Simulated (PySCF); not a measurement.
Sn(OMe)(SH) (CH4OSSn), SMILES C[O][Sn][SH] (connectivity only; charge and spin as stated), neutral, multiplicity 1. Atoms are numbered in the order given.

```xyz
8

Sn     0.3521    -0.0236     0.6912
O     -1.2691    -1.0854     0.1761
C     -1.9441    -1.0812    -1.0547
H     -2.3528    -0.0835    -1.3089
H     -1.2915    -1.3863    -1.8963
H     -2.7902    -1.7900    -1.0110
S      0.5619     1.1127    -1.5187
H      1.6570     1.8072    -1.1265
```

Coordinates come from a B3LYP-D3(BJ)/def2-SVP optimisation. The structure was generated by enumeration; whether it is a known compound was not checked. The def2 effective core potentials stand for the cores of Sn; spin–orbit coupling is left out. Other conformers were not sampled.

These are PBE/def2-TZVP in PySCF values and carry that method's errors.

ESP charges are fitted to the potential on shells at 1.4 to 2.0 van der Waals radii. Atomic charges (e):

```json
[
 {"atom": "Sn1", "ESP fit": "(withheld)", "Löwdin": "0.24", "Mulliken": "0.60"},
 {"atom": "O2", "ESP fit": "(withheld)", "Löwdin": "-0.11", "Mulliken": "-0.47"},
 {"atom": "C3", "ESP fit": "(withheld)", "Löwdin": "-0.43", "Mulliken": "-0.21"},
 {"atom": "H4", "ESP fit": "0.12", "Löwdin": "0.10", "Mulliken": "0.12"},
 {"atom": "H5", "ESP fit": "0.12", "Löwdin": "0.10", "Mulliken": "0.12"},
 {"atom": "H6", "ESP fit": "0.07", "Löwdin": "0.11", "Mulliken": "0.12"},
 {"atom": "S7", "ESP fit": "-0.37", "Löwdin": "-0.04", "Mulliken": "-0.44"},
 {"atom": "H8", "ESP fit": "0.18", "Löwdin": "0.04", "Mulliken": "0.15"}
]
```

Question: Fill in the missing entries. (An estimate is asked for; the answer gives what the named calculation found.)

Answer: 
- Sn1, ESP fit: 0.30
- O2, ESP fit: -0.26
- C3, ESP fit: -0.17
